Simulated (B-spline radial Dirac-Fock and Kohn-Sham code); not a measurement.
Ionisation energies of ytterbium ions, computed and tabulated

Calculated with an atomic code on a B-spline grid, using Dirac-Fock energy differences between relaxed states, corrected for Breit and QED terms. Each value is the difference of the configuration-average energies of two neighbouring ions in their tabulated ground configurations. Correlation energy is missing from these numbers. NIST's values refer to the lowest levels; many for high charge states are themselves semi-empirical or theoretical. Where a p, d or f shell is open in either ion the computed value averages over both j values and all terms, while the table refers to the lowest levels; that difference holds spin-orbit splitting (largest in heavy or highly charged ions), term energies where several electrons share open shells, and correlation, and it can reach 10 % or more.

```
  ion  configuration  computed (eV)        NIST (eV)         kind  NIST − computed (eV)
Yb⁴⁸⁺       [Ar] 3d4         4203.3         4238 ± 4  theoretical                +34.73
Yb⁴⁹⁺       [Ar] 3d3         4332.1         4364 ± 4  theoretical                +31.93
Yb⁵⁰⁺       [Ar] 3d2         4462.4         4502 ± 4  theoretical                +39.58
Yb⁵¹⁺       [Ar] 3d1         4594.3         4630 ± 4  theoretical                +35.67
Yb⁵²⁺   [Ne] 3s2 3p6         5077.4         4988 ± 4  theoretical                -89.39
Yb⁵³⁺   [Ne] 3s2 3p5         5194.7         5101 ± 5  theoretical                -93.71
Yb⁵⁴⁺   [Ne] 3s2 3p4         5313.0         5224 ± 5  theoretical                -88.96
Yb⁵⁵⁺   [Ne] 3s2 3p3         5432.2         5339 ± 5  theoretical                -93.15
Yb⁵⁶⁺   [Ne] 3s2 3p2         5552.3         5731 ± 5  theoretical               +178.72
Yb⁵⁷⁺   [Ne] 3s2 3p1         5673.3         5860 ± 6  theoretical               +186.65
Yb⁵⁸⁺       [Ne] 3s2         6111.2         6111 ± 6  theoretical                 -0.18
Yb⁵⁹⁺       [Ne] 3s1         6235.6         6236 ± 7  theoretical                 +0.45
Yb⁶⁰⁺   [He] 2s2 2p6        14142.3       13784 ± 10  theoretical               -358.30
Yb⁶¹⁺   [He] 2s2 2p5        14469.4       14093 ± 12  theoretical               -376.43
Yb⁶²⁺   [He] 2s2 2p4        14799.8       14435 ± 15  theoretical               -364.84
Yb⁶³⁺   [He] 2s2 2p3        15133.6       14752 ± 19  theoretical               -381.55
Yb⁶⁴⁺   [He] 2s2 2p2        15470.6       16191 ± 24  theoretical               +720.43
Yb⁶⁵⁺   [He] 2s2 2p1        15810.9       16570 ± 30  theoretical               +759.12
Yb⁶⁸⁺            1s2        70118.9  70123.04 ± 0.14  theoretical                 +4.15
Yb⁶⁹⁺            1s1        71574.5   71574.63 ± 0.1  theoretical                 +0.16
```
